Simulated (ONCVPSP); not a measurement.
**chlorine (Cl): one change to an ONCV potential, before and after**

* Element: chlorine (Cl)
* Generator: ONCVPSP 4.0.1
* Type: optimised norm-conserving Vanderbilt (ONCV)
* Functional: LDA (Perdew-Zunger)
* Relativity: scalar-relativistic
* Frozen core: [Ne]
* Valence charge: 7
* Reference configuration: 3s2 3p5
* Partial waves: 3s: rc 1.30 bohr, ncon 4, nbas 9, qcut 3.9 1/bohr, 2 projectors, debl 0.8 Ha; 3p: rc 1.30 bohr, ncon 3, nbas 6, qcut 7.3 1/bohr, 2 projectors, debl 2.6 Ha; d scattering state at 0.08 Ha: rc 1.30 bohr, ncon 5, nbas 10, qcut 8.5 1/bohr, 1 projector
* Local potential: polynomial inside 1.10 bohr (lpopt 3, dvloc0 0 Ha)
* Core correction: polynomial model core, fcfact 0.3

All-electron outer shells of the reference configuration (LDA (Perdew-Zunger), scalar-relativistic, ld1.x):

```csv
shell,level (eV),outermost node (bohr),outermost maximum (bohr)
2s,-251.73,0.12,0.36
2p,-191.63,–,0.30
3s,-20.69,0.56,1.27
3p,-8.70,0.53,1.43
```

Change: all radii but the core radius scaled by about 0.83 (s 1.08, p 1.08, d 1.08 bohr); local potential polynomial inside 0.90 bohr (lpopt 3, dvloc0 0 Ha).

Cutoffs: the cutoffs (Ha) at which the residual kinetic energy of the hardest occupied pseudo-wave falls to 1 and 0.1 mHa per electron; they do not see the model core or the augmentation charge, which bear on the density cutoff. Errors are all-electron minus pseudo energies relative to the spin-unpolarised reference configuration.

Q: How do hardness, ghosts and transferability respond?

A: The potential gets neither clearly harder nor softer (113 Ha and 140 Ha → 57 Ha and 165 Ha); of the 4 tests that both files solve, the error grows in 0 and shrinks in 3 by more than 15 % and 0.3 meV (median size 10.0 → 4.4 meV); neither file shows a bound ghost. Less of the atom is replaced, so other configurations are described better.

| quantity | base | changed |
| --- | --- | --- |
| cutoff, loose | 113 Ha | 57 Ha |
| cutoff, tight | 140 Ha | 165 Ha |
| loose cutoff by channel | s 113 Ha, p 14 Ha | s 57 Ha, p 8.0 Ha |
| bound ghosts | none | none |
| GHOST(+) flags under 300 eV | s at 207.8 eV | none |
| error for 3s2 3p4, meV [ΔE 13.97 eV] | +1.1 | -1.1 |
| error for 3s2 3p3, meV [ΔE 39.50 eV] | +15 | +7.6 |
| error for 3s2 3p2, meV [ΔE 77.89 eV] | +65 | +44 |
| error for 3s1 3p6, meV [ΔE 12.05 eV] | -4.7 | +1.3 |
| rms error of d²Exc/dni dnj with the model core, mHa | 0.32 | 0.41 |
